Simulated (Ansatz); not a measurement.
`C[As]([SiH3])C(C)(C)C`. Charge 0, multiplicity 1. Correlated methods include outer-core shells of As, which these sets cover unevenly. Scalar relativity is left out up to krypton.

Z-matrix (Å, degrees):
```
C
As 1 1.975
H 1 1.090 2 108.8
H 1 1.090 2 113.0 3 -122.1
H 1 1.091 2 108.2 3 117.3
C 2 2.015 1 101.0 3 74.0
Si 2 2.360 1 95.6 3 175.7
C 6 1.518 2 114.1 1 55.7
C 6 1.523 2 106.1 1 177.3
C 6 1.523 2 106.3 1 -65.7
H 7 1.489 2 110.6 1 -160.6
H 7 1.488 2 107.9 1 81.1
H 7 1.490 2 113.4 1 -38.4
H 8 1.097 6 109.8 2 -176.4
H 8 1.092 6 112.2 2 -57.3
H 8 1.093 6 112.0 2 64.5
H 9 1.096 6 109.9 2 176.0
H 9 1.093 6 111.5 2 56.5
H 9 1.093 6 111.8 2 -64.6
H 10 1.096 6 109.8 2 -174.1
H 10 1.093 6 111.8 2 66.7
H 10 1.093 6 111.6 2 -54.6
```

Task: Give the diagnostics of a CCSD(T)/def2-TZVPP run (frozen core, the Gaussian-basis code of Ansatz). (Best estimate.)

Result: Computed: T1 = 0.0104, largest single amplitude 0.010, largest double 0.019, (T) share of the correlation energy 3.9 %, 8 CCSD cycles. The RHF solution is stable towards an unrestricted one. T1 lies under the customary mark of 0.02 for closed shells.
